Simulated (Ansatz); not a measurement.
Start from `B/C(C)=C(/B)Cl` and change one atom or group (the configuration at the double bond changes too) to get `B/C(C)=C/Cl`.

Ansatz, PBE0-D4/def2-TZVP geometries, multiplicity 1. 

```json
{"property": "size of the dipole moment (ωB97M-V/def2-TZVPP) / D", "`B/C(C)=C(/B)Cl`": "1.74"}
{"property": "LUMO energy (PBE/def2-TZVPP) / eV", "`B/C(C)=C(/B)Cl`": "-3.22"}
{"property": "HOMO energy (B3LYP/def2-TZVPP) / eV", "`B/C(C)=C(/B)Cl`": "-7.49"}
{"property": "size of the dipole moment (B3LYP/def2-TZVPP) / D", "`B/C(C)=C(/B)Cl`": "1.70"}
{"property": "HOMO energy (ωB97M-V/def2-TZVPP) / eV", "`B/C(C)=C(/B)Cl`": "-9.85"}
{"property": "HOMO energy (PBE0/def2-TZVPP) / eV", "`B/C(C)=C(/B)Cl`": "-7.71"}
```

(1) Give the same properties after the change, and the shifts. (Estimate.)

## Answers

(1) Ansatz gave: 
```csv
property,`B/C(C)=C/Cl`,shift
size of the dipole moment (ωB97M-V/def2-TZVPP) / D,0.24,-1.50
LUMO energy (PBE/def2-TZVPP) / eV,-3.05,0.17
HOMO energy (B3LYP/def2-TZVPP) / eV,-7.52,-0.03
size of the dipole moment (B3LYP/def2-TZVPP) / D,0.36,-1.34
HOMO energy (ωB97M-V/def2-TZVPP) / eV,-9.85,0.00
HOMO energy (PBE0/def2-TZVPP) / eV,-7.74,-0.03
```

Dipoles are sizes alone; their direction can turn.

B3LYP here is the variant with VWN-RPA as its local correlation; programs differ in this.
